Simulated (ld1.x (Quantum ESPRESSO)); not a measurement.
Ce, RRKJ: configuration errors across variants

* Element: cerium
* Generator: ld1.x (Quantum ESPRESSO) 7.5
* Type: norm-conserving RRKJ (Kleinman–Bylander form)
* Functional: PBE
* Relativity: scalar-relativistic
* Frozen core: [Kr] 4d10
* Valence charge: 12
* Reference configuration: 4f1 5s2 5p6 5d1 6s0 6p0 (charge +2)
* Partial waves: 5p (bound): rc 2.45 bohr; 5d (bound): rc 2.50 bohr; 4f (bound): rc 0.85 bohr; 5s (bound): rc 1.90 bohr
* Local potential: the s channel
* Core correction: none

All-electron excitation energies from the reference (eV): (1) 4f1 5s2 5p6 5d1 6s2 6p0 -17.151; (2) 4f1 5s2 5p6 5d1 6s1 6p0 -11.081; (3) 4f1 5s2 5p6 5d0 6s0 6p0 19.179; (4) 4f0 5s2 5p6 5d2 6s2 6p0 -12.345; (5) 4f1 5s2 5p6 5d0 6s2 6p1 -14.856; (6) 4f1 5s2 5p6 5d0 6s2 6p0 -10.746; (7) 4f1 5s1 5p6 5d1 6s2 6p0 28.584.

Errors AE − PS in meV (a dash: test not solved or not reliable):

| change | (1) | (2) | (3) | (4) | (5) | (6) | (7) | bound ghosts |
| --- | --- | --- | --- | --- | --- | --- | --- | --- |
| base | +319 | +219 | -0.6 | +732 | +434 | +495 | +651 | none |
| wave 5d (bound): rc 2.50 bohr becomes 5d (bound): rc 1.68 bohr | +319 | +219 | -2.5 | +762 | +435 | +496 | +653 | none |
| wave 5d (bound): rc 2.50 bohr becomes 5d (bound): rc 2.20 bohr | +319 | +219 | -2.7 | +730 | +432 | +493 | +652 | none |
| wave 5d (bound): rc 2.50 bohr becomes 5d (bound): rc 2.48 bohr | +319 | +219 | -0.6 | +732 | +434 | +495 | +651 | none |
| wave 5d (bound): rc 2.50 bohr becomes 5d (bound): rc 2.68 bohr | +319 | +219 | +1.0 | +736 | +435 | +496 | +652 | none |
| wave 5d (bound): rc 2.50 bohr becomes 5d (bound): rc 2.96 bohr | +318 | +218 | +4.3 | +736 | +436 | +497 | +651 | none |
| wave 5d (bound): rc 2.50 bohr becomes 5d (bound): rc 3.26 bohr | +316 | +218 | +14 | +720 | +438 | +499 | +649 | none |
| wave 5d (bound): rc 2.50 bohr becomes 5d (bound): rc 3.42 bohr | +314 | +217 | +25 | +704 | +440 | +501 | +646 | none |
| wave 5d (bound): rc 2.50 bohr becomes 5d (bound): rc 3.74 bohr | +308 | +215 | +52 | +667 | +443 | +505 | +641 | none |

**Question.** Give the same row for: wave 5d (bound): rc 2.50 bohr becomes 5d (bound): rc 1.90 bohr.

**Answer.** +319, +219, -3.5, +743, +432, +493, +652; bound ghosts: none.
